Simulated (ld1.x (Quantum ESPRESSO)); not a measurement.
## u(r) = r·R(r): atom against pseudo-atom (H)

Columns: radius, all-electron u(r) and pseudo u(r) of the 1s shell (level -6.49 eV) of hydrogen in the configuration 1s1; PBE, scalar-relativistic, TM scheme, ld1.x (Quantum ESPRESSO) 7.5.

```csv
r (bohr),all-electron,pseudo
0.047,0.0861,0.0727
0.095,0.1657,0.1459
0.142,0.2360,0.2152
0.190,0.3007,0.2825
0.237,0.3576,0.3442
0.285,0.4094,0.4018
0.332,0.4547,0.4525
0.380,0.4956,0.4981
0.427,0.5310,0.5365
0.475,0.5628,0.5697
0.522,0.5898,0.5969
0.570,0.6137,0.6199
0.617,0.6337,0.6385
0.665,0.6510,0.6541
0.712,0.6652,0.6669
0.760,0.6770,0.6777
0.807,0.6861,0.6864
0.855,0.6933,0.6934
0.902,0.6984,0.6984
0.950,0.7017,0.7017
0.997,0.7034,0.7034
1.045,0.7036,0.7036
1.092,0.7024,0.7024
1.140,0.7000,0.7000
1.187,0.6965,0.6965
1.235,0.6920,0.6920
```

(1) How many radial nodes do the two functions have?

(2) At about which radius was the pseudo-wave matched?

(3) Where does each function peak?

(4) Is the pseudo-wave norm-conserving?

Answers

(1) The all-electron 1s function has n − l − 1 = 0; the pseudo-wave has 0.

(2) 0.95 bohr. The columns agree to 0.0005 from 0.81 bohr on; several derivatives are matched, so the curves merge somewhat inside the radius.

(3) Outermost all-electron maximum near 1.04 bohr, pseudo maximum near 1.04 bohr (to the table’s step).

(4) Yes: the TM scheme keeps the norm inside the radius equal to the all-electron one, which fixes the energy derivative of the logarithmic derivative at the level.
